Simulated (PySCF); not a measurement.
Method: TPSSh-D3(BJ)/def2-TZVP // TPSS-D3(BJ)/def2-SVP in PySCF. All species are isolated molecules in the gas phase. 

Reference species: [Ti(Cl)4] (neutral, multiplicity 1).

```
Property                Value
-------------------  --------
LUMO                 -4.31 eV
coordination number         4
HOMO–LUMO gap         4.61 eV
```

Changed species: [Ti(Cl)3(F)] (1 of 4 Cl replaced by F; the reference has 0 of 4 Cl replaced by F).

**Question.** What does the change do to the LUMO, coordination number and HOMO–LUMO gap?

**Answer.** the LUMO rises by 0.06 eV, to -4.25 eV; the coordination number hardly moves; the HOMO–LUMO gap rises by 0.08 eV, to 4.69 eV.
